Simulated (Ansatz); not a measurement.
Job for Ansatz (a first-principles code): R-B3LYP/def2-TZVPP on iminoborane (SMILES B=N), atoms moved off the minimum.

Ansatz 0.2 input:
```yaml
crystal:
  periodic: [false, false, false]
  atoms:
    - {symbol: B, position_ang: [0.05607091, 0.00156575, -0.65607916]}
    - {symbol: N, position_ang: [-0.05876131, 0.11678725, 0.48984922]}
    - {symbol: H, position_ang: [-0.07500953, -0.03731228, -1.81562734]}
    - {symbol: H, position_ang: [0.08917376, -0.00806582, 1.54424114]}
basis:
  gaussian:
    orbitals: def2-TZVPP
hamiltonian:
  xc: {name: B3LYP}
scf: {lower_state_search: off}
output: {forces: true}
```

Program output:

```
WARN ansatz: RAYON_NUM_THREADS=1 ignored (pool sized by the plan → 1); use --threads N
Functional definition: B3LYP
these checks for a lower state are left out or cut short: stability, starts, cluster_reference, orbital_swaps, neighbouring_geometries, increment
integrals: 0.01 GiB planned
442 factors; their error is unknown
mean field: 0.17 GiB planned
mean field evaluation 1: about -2190.8972 eV, gradient 6.7e1 eV
mean field evaluation 2: about -2168.0848 eV, gradient 1.1e2 eV
mean field evaluation 4: about -2199.2352 eV, gradient 6.7e0 eV
mean field evaluation 8: about -2199.3482 eV, gradient 1.6e-2 eV
mean field evaluation 16: about -2199.3482 eV, gradient 2.6e-6 eV
mean field -2199.34822751 eV, -80.8245565893 hartree, gradient 2.6e-6 eV, S^2 0.000000; 0 other end points of the search recorded, 0 dependent functions left out
the calculation of the forces begins
reference -2199.34842533 eV, -80.8245638591 hartree; 7, 7 occupied and 83, 83 virtual orbitals, 442 factors
Total energy: -2199.34842533 eV, -80.8245638591 hartree
Atom 0 at     0.056071     0.001566    -0.656079 Å, force     0.022430    -0.555353    -8.701734 eV/Å
Atom 1 at    -0.058761     0.116787     0.489849 Å, force     0.249101     0.053755    11.794455 eV/Å
Atom 2 at    -0.075010    -0.037312    -1.815627 Å, force     0.340160    -0.066615    -0.011367 eV/Å
Atom 3 at     0.089174    -0.008066     1.544241 Å, force    -0.611691     0.568213    -3.081355 eV/Å
Dipole moment:     0.078051    -0.068580     0.071296 e Å
Checks for a lower state left out: stability, starts, cluster_reference, orbital_swaps, neighbouring_geometries, increment
```

The run converged.

Cost: very roughly 0.6 core-seconds.
